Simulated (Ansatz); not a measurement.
Program: Ansatz 0.2.0.

Basis-set series for AlClH₅NSi (`[SiH3][NH][AlH][Cl]`). Total charge 0; spin multiplicity 1. Geometry: relaxed with PBE0-D4/def2-TZVP. It is one conformer, not always the lowest.

| functional | basis | functions | energy (Eh) | HOMO (eV) | LUMO (eV) |
| --- | --- | --- | --- | --- | --- |
| PBE0-D4 | def2-SVP | 93 | -1049.19294 | -7.81 | -0.58 |
| PBE0-D4 | def2-QZVPP | 417 | -1049.64446 | -7.94 | -0.83 |
| ωB97M-V | def2-SVP | 93 | -1049.55544 | -10.05 | 1.15 |
| ωB97M-V | def2-QZVPP | 417 | -1050.00639 | -10.23 | 0.58 |

Q: Give the rows for def2-TZVPP. (An estimate is asked.)

A: The calculation gave: 
| functional | basis | functions | energy (Eh) | HOMO (eV) | LUMO (eV) |
| --- | --- | --- | --- | --- | --- |
| PBE0-D4 | def2-TZVPP | 227 | -1049.60946 | -7.92 | -0.75 |
| ωB97M-V | def2-TZVPP | 227 | -1049.97343 | -10.21 | 0.86 |

Positive LUMOs are unbound and depend on the basis.
